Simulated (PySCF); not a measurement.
C2H3Cl2FSi.

```xyz
9

F      0.4350     2.1147    -1.0460
C      0.5364     0.9641    -0.3419
C      1.6582     0.2471    -0.4898
Cl     1.9017    -1.2584     0.3304
Si    -0.9554     0.5486     0.7410
Cl    -2.1328    -0.8801    -0.1992
H      2.4755     0.5655    -1.1419
H     -0.5128     0.0131     2.0490
H     -1.7416     1.7966     0.8920
```
Charge 0, spin multiplicity 1.

Coordinates come from a B3LYP-D3(BJ)/def2-SVP optimisation. The structure was generated by enumeration; whether it is a known compound was not checked. One conformer was computed; it need not be the lowest.

The numbers are results of PBE0/pcSseg-1 (PySCF), not measurements. Non-relativistic, no solvent.

Computed absolute GIAO shielding of each atom: isotropic value and principal components (ppm):
```json
[
 {"atom": "F1", "σ(iso)": "283.2", "σ11": "197.8", "σ22": "270.4", "σ33": "381.4", "span": "183.6"},
 {"atom": "C2", "σ(iso)": "9.2", "σ11": "-91.3", "σ22": "47.5", "σ33": "71.4", "span": "162.7"},
 {"atom": "C3", "σ(iso)": "47.0", "σ11": "-57.0", "σ22": "75.8", "σ33": "122.2", "span": "179.3"},
 {"atom": "Cl4", "σ(iso)": "784.6", "σ11": "621.0", "σ22": "776.5", "σ33": "956.2", "span": "335.2"},
 {"atom": "Si5", "σ(iso)": "376.0", "σ11": "349.6", "σ22": "362.8", "σ33": "415.5", "span": "66.0"},
 {"atom": "Cl6", "σ(iso)": "989.5", "σ11": "900.6", "σ22": "1020.9", "σ33": "1047.0", "span": "146.4"},
 {"atom": "H7", "σ(iso)": "24.4", "σ11": "20.8", "σ22": "25.8", "σ33": "26.7", "span": "5.9"},
 {"atom": "H8", "σ(iso)": "25.8", "σ11": "22.6", "σ22": "24.6", "σ33": "30.3", "span": "7.7"},
 {"atom": "H9", "σ(iso)": "26.2", "σ11": "22.5", "σ22": "24.6", "σ33": "31.5", "span": "9.0"}
]
```
